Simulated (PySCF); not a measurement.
## Working out the ionisation energy of F⁺

F⁺ [He] 2s2 2p4 (3P) → F²⁺ [He] 2s2 2p3 (4S). Calculation: PySCF 2.14, in aug-cc-pCVTZ-DK with one added diffuse shell each of s, p, d, f type (8s7p5d3f, 75 functions); the spin-free X2C one-electron Hamiltonian (Gaussian nucleus). Frozen: 1s2. Energies in hartree (1 hartree = 27.21139 eV):

```
            part  F⁺ (lower)  F²⁺ (upper)
             UHF  -98.918541   -97.692291
CCSD correlation   -0.165163    -0.117918
             (T)   -0.002347    -0.001282
```

Task: What does Hartree-Fock give?

Result: (-97.692291) − (-98.918541) = 1.226250 hartree = 33.368 eV.

Task: What do CCSD and CCSD(T) give?

Result: The CCSD correlation energies differ by 0.047245 hartree = 1.286 eV and the triples by 0.001065 hartree = 0.029 eV, so CCSD gives 34.654 eV and CCSD(T) 34.683 eV.

Measured between the centres of the two terms (NIST): 34.950 eV, so CCSD(T) (valence) is off by -0.267 eV.

What remains against the reference includes basis incompleteness, the frozen core and higher excitations.
